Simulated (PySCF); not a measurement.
Rows and methods have been separated. Pair them.

BH6NOSi.
Geometry (PBE0-D3(BJ)/def2-SVP, Å), atoms numbered from 1 in this order:
```
atom  x, y, z in Å
N1    -1.791   -0.026   -0.144
B2    -0.828   -1.023    0.063
O3     0.484   -0.745    0.348
Si4    1.487    0.562    0.534
H5    -2.755   -0.252   -0.344
H6    -1.605    0.968   -0.091
H7    -1.161   -2.186   -0.010
H8     2.343    0.715   -0.678
H9     2.348    0.338    1.729
H10    0.703    1.824    0.731
```

The closed-shell ground state was solved 7 times with PySCF (density fitting, gas phase), always with PBE0, in these basis sets: 6-311+G(2d,p), IGLO-III, aug-cc-pVDZ, cc-pVDZ, def2-TZVP, pcSseg-0 and pcSseg-2.

```tsv
row	total energy (Eh)	HOMO (eV)	LUMO (eV)	dipole (D)
P	-447.7996	-8.04	-0.07	1.97
Q	-447.8162	-8.02	0.29	1.95
R	-447.0230	-7.83	0.79	2.65
S	-447.8205	-8.03	0.36	1.91
T	-447.7508	-8.00	-0.22	1.90
U	-447.8245	-8.06	0.12	1.99
V	-447.7343	-7.75	0.77	2.16
```

Problem. Which basis belongs to which row?

Solution. P = 6-311+G(2d,p), Q = def2-TZVP, R = pcSseg-0, S = IGLO-III, T = aug-cc-pVDZ, U = pcSseg-2, V = cc-pVDZ. From the lowest total energy up: pcSseg-2 (235 functions) 0 eV; IGLO-III (209 functions) +0.11 eV; def2-TZVP (166 functions) +0.23 eV; 6-311+G(2d,p) (152 functions) +0.68 eV; aug-cc-pVDZ (150 functions) +2.01 eV; cc-pVDZ (90 functions) +2.46 eV; pcSseg-0 (52 functions) +21.81 eV.

One conformer stands for the species.
